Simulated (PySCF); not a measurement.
## WS2Cl2: computed shieldings and shifts

WS2Cl2, Cl2S2W, point group C2v.

Bonds: W1-S2 2.116 Å, W1-S3 2.113 Å, W1-Cl4 2.259 Å, W1-Cl5 2.258 Å.

GIAO calculations in PySCF on the PBE0-D3(BJ)/def2-SVP structure: isolated species, scalar relativity only through the core potential, equivalent atoms averaged; basis pcSseg-1 (def2-TZVP on W).

Q: Give the isotropic shieldings (ppm) with PBE0, wB97X-D.

A: 
```tsv
atoms	environment	PBE0	wB97X-D
Cl4/Cl5	chlorine bonded to W	507	553
S2/S3	sulfur bonded to W	-739	-807
HOMO–LUMO gap (eV)	–	4.12	7.49
```

Q: And the chemical shifts, against references computed in the same way?

A: 
```
  atoms  nucleus, reference  PBE0  wB97X-D
Cl4/Cl5           ³⁵Cl, HCl   437      386
  S2/S3            ³³S, CS2  1235     1301
```

Q: Which part of the shielding of Cl4/Cl5 depends on the functional?

A: Diamagnetic: PBE0 1148, wB97X-D 1149 ppm; paramagnetic: PBE0 -641, wB97X-D -595 ppm. The diamagnetic part, set mainly by inner electrons, hardly moves; the paramagnetic part goes with low-lying magnetically allowed excitations and carries the spread.

W is described by an effective core potential, so it has no shielding of its own here; spin–orbit effects on the atoms bonded to it, which can be large, are absent, and the values of these neighbours are rough.
